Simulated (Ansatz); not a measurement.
Basis-set extrapolation for FH₇N₂SSi₂ (`N[SiH2]S[SiH](N)F`) (PBE0-D4/def2-TZVP geometry, frozen core, the Gaussian-basis code of Ansatz). Multiplicity 1, RHF reference.

```json
{"": "HF", "def2-TZVPP": "-1188.145588", "def2-QZVPP": "-1188.185846"}
{"": "MP2 correlation", "def2-TZVPP": "-1.096811", "def2-QZVPP": "-1.188264"}
{"": "CCSD(T) correlation", "def2-TZVPP": "-1.191809", "def2-QZVPP": "not run"}
```

Energies in hartree. Use E(X) = E(∞) + A·exp(−7.88·√X) for Hartree–Fock and E(X) = E(∞) + B·X^(−2.97) for correlation, with X = 3 and 4, and add CCSD(T) minus MP2 of the smaller set to the MP2 limit.

**Question.** What is the CCSD(T) energy at the basis-set limit?

**Answer.** HF limit: -1188.185846 + (-0.040258) × 0.13774 = -1188.19139. MP2 limit: -1.188264 + (-0.091453) × 0.74074 = -1.25601. Higher-order term: -1.191809 − (-1.096811) = -0.09500. Total: -1189.54240 hartree, 128.6 kcal/mol below CCSD(T)/def2-TZVPP.
